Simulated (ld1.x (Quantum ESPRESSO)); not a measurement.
# Tb: PAW pseudisation with LDA (PZ), scalar-relativistic reference atom.

The input file (ld1.x (Quantum ESPRESSO) 7.5):

```
&input
   title='Tb', zed=65., rel=1, dft='PZ', iswitch=3,
   config='[Xe] 4f9 5d0 6s2 6p0',
   nld=4, rlderiv=3.25, eminld=-5.0, emaxld=5.0, deld=0.02
 /
 &inputp
   pseudotype=3, lpaw=.true., tm=.true., lloc=-1, rcloc=0.85,
   nlcc=.true., new_core_ps=.true., rcore=0.50,
   which_augfun='BESSEL', rmatch_augfun=0.50,
   file_pseudopw='Tb.UPF', file_wfcaegen='ae.wfc', file_wfcncgen='nc.wfc', file_beta='beta', file_chi='chi', file_wfcusgen='us.wfc'
 /
8
5S  1  0   2.00   0.00  1.90  2.00  0.0
6S  2  0   2.00   0.00  1.90  2.00  0.0
5P  2  1   6.00   0.00  2.35  2.90  0.0
6P  3  1   0.00   0.00  2.35  2.90  0.0
5D  3  2   0.00   0.00  2.50  3.00  0.0
5D  3  2   0.00   2.35  2.50  3.00  0.0
4F  4  3   9.00   0.00  0.55  0.75  0.0
4F  4  3   0.00   0.40  0.55  0.75  0.0
 &test
   configts(1)='4f9 5s2 5p6 5d0 6s2 6p0'
 /
```

Command:

```bash
ld1.x < Tb.in > Tb.out
```

The program printed (shortened: banner, matrices, multipoles, cross overlaps and the repeated all-electron block are left out):

```
Program LD1 v.7.5
     --------------------------- All-electron run ----------------------------

     Tb
     scalar relativistic calculation

     atomic number is 65.00
     dft =PZ   lsd =0 sic =0 latt =0  beta=0.20 tr2=1.0E-14
     Exchange-correlation= PZ
                           (   1   1   0   0   0   0   0)
     mesh =1263 r(mesh) =  99.54529 a.u. xmin = -7.00 dx = 0.01250
     1 Ry =  13.60569312 eV, c = 137.03599908

     n l     nl                  e(Ry)          e(Ha)          e(eV)
     1 0     1S 1( 2.00)     -3808.2486     -1904.1243    -51813.8617
     2 0     2S 1( 2.00)      -631.3667      -315.6833     -8590.1810
     2 1     2P 1( 6.00)      -561.2554      -280.6277     -7636.2688
     3 0     3S 1( 2.00)      -139.9936       -69.9968     -1904.7095
     3 1     3P 1( 6.00)      -118.3734       -59.1867     -1610.5519
     4 0     4S 1( 2.00)       -27.6851       -13.8425      -376.6749
     4 1     4P 1( 6.00)       -20.5631       -10.2816      -279.7753
     3 2     3D 1(10.00)       -90.1469       -45.0734     -1226.5110
     5 0     5S 1( 2.00)        -3.4999        -1.7499       -47.6183
     5 1     5P 1( 6.00)        -1.8333        -0.9166       -24.9431
     4 2     4D 1(10.00)       -10.7880        -5.3940      -146.7786
     4 3     4F 1( 9.00)        -0.2378        -0.1189        -3.2354
     5 2     5D 1( 0.00)        -0.1077        -0.0538        -1.4650
     6 0     6S 1( 2.00)        -0.2834        -0.1417        -3.8565
     6 1     6P 1( 0.00)        -0.0898        -0.0449        -1.2217

     final scf error:  8.3E-15 reached in  29 iterations

     Etot =  -23402.436392 Ry,  -11701.218196 Ha, -318406.367881 eV

     Ekin =   25184.113231 Ry,   12592.056615 Ha,  342647.316190 eV
     Encl =  -57209.198598 Ry,  -28604.599299 Ha, -778370.799938 eV
     Eh   =    9118.915376 Ry,    4559.457688 Ha,  124069.164217 eV
     Exc  =    -496.266400 Ry,    -248.133200 Ha,   -6752.048350 eV

     normalization and overlap integrals

     s(1S/1S) =  1.000000  <r> =   0.0215  <r2> =    0.0006  r(max) =   0.0136
     s(2S/2S) =  1.000000  <r> =   0.0916  <r2> =    0.0099  r(max) =   0.0772
     s(2P/2P) =  1.000000  <r> =   0.0809  <r2> =    0.0080  r(max) =   0.0632
     s(3S/3S) =  1.000000  <r> =   0.2396  <r2> =    0.0656  r(max) =   0.2205
     s(3P/3P) =  1.000000  <r> =   0.2383  <r2> =    0.0658  r(max) =   0.2150
     s(4S/4S) =  1.000000  <r> =   0.5417  <r2> =    0.3314  r(max) =   0.5031
     s(4P/4P) =  1.000000  <r> =   0.5740  <r2> =    0.3749  r(max) =   0.5289
     s(3D/3D) =  1.000000  <r> =   0.2166  <r2> =    0.0551  r(max) =   0.1761
     s(5S/5S) =  1.000000  <r> =   1.3258  <r2> =    1.9816  r(max) =   1.1772
     s(5P/5P) =  1.000000  <r> =   1.5753  <r2> =    2.8326  r(max) =   1.3507
     s(4D/4D) =  1.000000  <r> =   0.6241  <r2> =    0.4524  r(max) =   0.5491
     s(4F/4F) =  1.000000  <r> =   0.9095  <r2> =    1.1626  r(max) =   0.5561
     s(5D/5D) =  1.000000  <r> =   3.3704  <r2> =   14.5080  r(max) =   2.1449
     s(6S/6S) =  1.000000  <r> =   4.1042  <r2> =   19.1961  r(max) =   3.4491
     s(6P/6P) =  1.000000  <r> =   5.8529  <r2> =   39.4880  r(max) =   4.8337

     ------------------------ End of All-electron run ------------------------

     --------------------- Generating PAW atomic setup --------------------

      Generating local potential from pseudized AE potential:
      Matching radius rcloc =   0.8500

      Local pseudo, rcloc= 0.840 Estimated cut-off energy=    35.07 Ry

      Computing core charge for nlcc:

       r > 0.50 : true rho core
      Core charge pseudized with two Bessel functions
      Integrated core pseudo-charge :  21.02
      Wfc-us  5S rcutus= 2.015  Estimated cut-off energy=    13.35 Ry
      Wfc-us  6S rcutus= 2.015  Estimated cut-off energy=    26.45 Ry
      Wfc-us  5P rcutus= 2.932  Estimated cut-off energy=    10.17 Ry
      Wfc-us  6P rcutus= 2.932  Estimated cut-off energy=    19.13 Ry
      Wfc-us  5D rcutus= 3.006  Estimated cut-off energy=    12.53 Ry
      Wfc-us  5D rcutus= 3.006  Estimated cut-off energy=    11.62 Ry
      Wfc-us  4F rcutus= 0.741  Estimated cut-off energy=   281.29 Ry
      Wfc-us  4F rcutus= 0.741  Estimated cut-off energy=   283.36 Ry

     Required augmentation: BESSEL   radius:    0.500000
     Suggested rho cutoff for augmentation: 610.70 Ry

     Estimated PAW energy = -713.060170 Ryd

     ------------------- End of pseudopotential generation -------------------

     Computing logarithmic derivative in   3.26051
     Computing logarithmic derivative in   3.26051
     Computing the partial wave expansion
     R is outside the sphere for l=    0 j= 0.00
     R is outside the sphere for l=    0 j= 0.00
     R is outside the sphere for l=    1 j= 0.00
     R is outside the sphere for l=    1 j= 0.00
     R is outside the sphere for l=    2 j= 0.00
     R is outside the sphere for l=    2 j= 0.00
     R is outside the sphere for l=    3 j= 0.00
     R is outside the sphere for l=    3 j= 0.00

     ---------------------- Testing the pseudopotential ----------------------

     Tb
     scalar relativistic calculation

     atomic number is 65.00   valence charge is 19.00
     dft = SLA  PZ   NOGX NOGC   lsd =0 sic =0 latt =0  beta=0.20 tr2=1.0E-14
     mesh =1263 r(mesh) =  99.54529 xmin = -7.00 dx = 0.01250

     n l     nl             e AE (Ry)        e PS (Ry)    De AE-PS (Ry)
     4 3     4F   1( 9.00)       -0.23780       -0.23752       -0.00028
     1 0     5S   1( 2.00)       -3.49988       -3.50042        0.00054
     2 1     5P   1( 6.00)       -1.83328       -1.83337        0.00009
     3 2     5D   1( 0.00)       -0.10767       -0.10773        0.00005
     2 0     6S   1( 2.00)       -0.28345       -0.28353        0.00008
     3 1     6P   1( 0.00)       -0.08979       -0.08987        0.00008

     eps = 1.7E-15  iter = 45

     Etot =  -23402.436392 Ry,  -11701.218196 Ha, -318406.367881 eV
     Etotps =  -713.058548 Ry,    -356.529274 Ha,   -9701.655783 eV

     Ekin =     494.901421 Ry,     247.450711 Ha,    6733.476862 eV
     Encl =    -956.434050 Ry,    -478.217025 Ha,  -13012.948173 eV
     Ehrt =     244.742075 Ry,     122.371037 Ha,    3329.885560 eV
     Ecxc =    -496.267994 Ry,    -248.133997 Ha,   -6752.070031 eV
     (Ecc =     -66.671241 Ry,     -33.335620 Ha,    -907.108444 eV)

     ---------------------- End of pseudopotential test ----------------------
```

The ghost test of this file was not conclusive. Its overlap operator is not positive definite in a basis up to 400 Ry (lowest eigenvalue s -0.0017, p -1.52), so the file is unfit for use: the generalised eigenproblem breaks down once the basis is large enough, and its test numbers describe a broken file.

Generation and configuration tests took about 2.5 s on one core of a shared server CPU.

Transferability test of the new file with ld1.x, input:

```
&input
   title='Tb', zed=65., rel=1, dft='PZ', iswitch=2,
   config='[Xe] 4f9 5d0 6s2 6p0'
 /
 &test
   file_pseudo='Tb.UPF', nconf=10,
   configts(1)='4f9 5s2 5p6 5d0 6s2 6p0',
   configts(2)='4f9 5s2 5p6 5d0 6s1 6p0',
   configts(3)='4f9 5s2 5p6 5d0 6s0 6p0',
   configts(4)='4f8 5s2 5p6 5d0 6s0 6p0',
   configts(5)='4f8 5s2 5p6 5d1 6s2 6p0',
   configts(6)='4f9 5s2 5p6 5d0.5 6s1.5 6p0',
   configts(7)='4f8 5s2 5p6 5d0 6s2 6p0',
   configts(8)='4f10 5s2 5p6 5d0 6s0 6p0',
   configts(9)='4f9 5s2 5p6 5d0 6s2 6p0', lsdts(9)=1,
   configts(10)='4f9 5s2 5p6 5d0 6s1 6p0', lsdts(10)=1
 /
```

```bash
ld1.x < Tb.test.in > Tb.test.out
```

Pseudopotential blocks of its output, shortened (energy terms left out):

```
     ---------------------- Testing the pseudopotential ----------------------

     n l     nl             e AE (Ry)        e PS (Ry)    De AE-PS (Ry)
     4 3     4F   1( 9.00)       -0.23780       -0.23752       -0.00028
     1 0     5S   1( 2.00)       -3.49988       -3.50042        0.00054
     2 1     5P   1( 6.00)       -1.83328       -1.83337        0.00009
     3 2     5D   1( 0.00)       -0.10767       -0.10773        0.00005
     2 0     6S   1( 2.00)       -0.28345       -0.28353        0.00008
     3 1     6P   1( 0.00)       -0.08979       -0.08987        0.00008

     eps = 1.8E-15  iter = 38

     Etot =  -23402.436392 Ry,  -11701.218196 Ha, -318406.367880 eV
     Etotps =  -713.058548 Ry,    -356.529274 Ha,   -9701.655777 eV

     ---------------------- End of pseudopotential test ----------------------

          ---------------------- Testing the pseudopotential ----------------------

     n l     nl             e AE (Ry)        e PS (Ry)    De AE-PS (Ry)
     4 3     4F   1( 9.00)       -0.71074       -0.74151        0.03077  !
     1 0     5S   1( 2.00)       -3.97771       -3.94444       -0.03327  !
     2 1     5P   1( 6.00)       -2.30938       -2.31724        0.00786  !
     3 2     5D   1( 0.00)       -0.53056       -0.53074        0.00017
     2 0     6S   1( 1.00)       -0.66222       -0.65542       -0.00680  !
     3 1     6P   1( 0.00)       -0.40729       -0.39390       -0.01339  !

     eps = 8.6E-15  iter = 72

     Etot =  -23401.967713 Ry,  -11700.983857 Ha, -318399.991180 eV
     Etotps =  -712.591026 Ry,    -356.295513 Ha,   -9695.294822 eV
     dEtot_ae =       0.468679 Ry
     dEtot_ps =       0.467522 Ry,   Delta E=       0.001157 Ry

     ---------------------- End of pseudopotential test ----------------------
```

The test run then stopped with an error in new_paw_hamiltonian: “negative rho”.
